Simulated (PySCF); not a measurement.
## `CC(=O)c1cscc1F`, C$_{6}$H$_{5}$FOS

Geometry:
```json
{"atom": "C1", "x (Å)": "2.047", "y (Å)": "0.529", "z (Å)": "0.337"}
{"atom": "C2", "x (Å)": "1.230", "y (Å)": "-0.501", "z (Å)": "-0.390"}
{"atom": "O3", "x (Å)": "1.725", "y (Å)": "-1.390", "z (Å)": "-1.045"}
{"atom": "C4", "x (Å)": "-0.240", "y (Å)": "-0.379", "z (Å)": "-0.268"}
{"atom": "C5", "x (Å)": "-1.087", "y (Å)": "-1.263", "z (Å)": "-0.885"}
{"atom": "S6", "x (Å)": "-2.734", "y (Å)": "-0.925", "z (Å)": "-0.608"}
{"atom": "C7", "x (Å)": "-2.339", "y (Å)": "0.436", "z (Å)": "0.361"}
{"atom": "C8", "x (Å)": "-0.994", "y (Å)": "0.597", "z (Å)": "0.449"}
{"atom": "F9", "x (Å)": "-0.447", "y (Å)": "1.596", "z (Å)": "1.155"}
{"atom": "H10", "x (Å)": "3.104", "y (Å)": "0.335", "z (Å)": "0.173"}
{"atom": "H11", "x (Å)": "1.799", "y (Å)": "1.525", "z (Å)": "-0.024"}
{"atom": "H12", "x (Å)": "1.830", "y (Å)": "0.497", "z (Å)": "1.403"}
{"atom": "H13", "x (Å)": "-0.791", "y (Å)": "-2.096", "z (Å)": "-1.491"}
{"atom": "H14", "x (Å)": "-3.102", "y (Å)": "1.039", "z (Å)": "0.810"}
```

Theory: GIAO KT1/pcseg-1 magnetisability, rotational g tensor and spin-rotation constants, non-relativistic, gas phase (PySCF 2.14.0). Geometry: GFN2-xTB.

Problem. How diamagnetic is it, and how anisotropic?

Solution. Isotropic -1298 × 10⁻³⁰ J/T², or -78.2 × 10⁻⁶ cm³/mol; principal values -1827, -1116, -951 × 10⁻³⁰ J/T², anisotropy 806 × 10⁻³⁰ J/T² (root of half the summed squared differences of the principal values). The susceptibility is in cgs units.

Problem. Split it along the inertial axes a, b, c into diamagnetic and paramagnetic parts about the centre of mass, with the quadrupole moment.

Solution. 
| axis | χ (10⁻⁶ cm³/mol) | diamagnetic (10⁻⁶ cm³/mol) | paramagnetic (10⁻⁶ cm³/mol) | summed x² of all electrons (Å²) | quadrupole Θ (D Å) |
| --- | --- | --- | --- | --- | --- |
| a | -64.5 | -584.5 | 520.0 | 244.4 | +4.02 |
| b | -60.0 | -1097.3 | 1037.4 | 123.6 | -2.39 |
| c | -110.0 | -1561.3 | 1451.2 | 14.2 | -1.63 |

Anisotropies 2χaa − χbb − χcc = +41.0 and 2χbb − χaa − χcc = +54.6 × 10⁻⁶ cm³/mol. Θ is traceless in Buckingham's convention.

Problem. And the rotational g tensor?

Solution. 
```tsv
axis	rotational constant (GHz)	g	nuclear part	electronic part
a	2.3357	-0.0476	0.5230	-0.5706
b	1.1627	-0.0241	0.5425	-0.5667
c	0.7800	+0.0020	0.5338	-0.5318
```
Asymmetric top; isotopes 12C, 19F, 1H, 16O, 32S; no vibrational averaging.
